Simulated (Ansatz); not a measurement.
A made-up structure of GaBH2F2, closed shell:

```
6
angstrom
F 1.5262 -1.2835 0.7047
B 0.2845 -0.9895 0.3546
F -0.5887 -1.9776 0.4642
Ga -0.2669 0.9284 -0.3328
H -0.2067 1.2860 -1.8596
H 0.4665 -1.0490 1.4886
```

It is relaxed with PBE-D4/def2-SVP and then PBE0-D4/def2-TZVP (Ansatz 0.2.0). Atoms count as bonded within 1.22 times the sum of their covalent radii (H–H: 0.88 Å). The end point is not checked to be a true minimum.

Task: Does its bonding change? (Judge from chemistry; the calculation decides.)

Result: By the calculation: Yes. Formed: none; broken: B2–Ga4.

Where it ends: The first stage lowers the energy by 5.75 eV in 16 steps. It ends as a complex of BHF₂ ([F][BH][F]) + GaH:
```xyz
6
angstrom
F 1.6514 -1.6793 0.4995
B 0.4352 -1.4875 0.9792
F -0.5424 -2.2202 0.4755
Ga -0.1562 0.9827 -0.9505
H -0.4309 2.1298 -2.1274
H 0.2579 -0.8108 1.9432
```

Labels in which every atom is bracketed show which atoms are joined, not bond orders.

For scale, one of the runs: PBE0-D4/def2-TZVP relaxation, 153 basis functions, launched by `ansatz run in.yaml --threads 2 --pin off --events-out ev --progress --plain --max-ram 4352MiB`. The run took about 67 s on 2 CPU threads of an Arm Neoverse V1 (shared host).
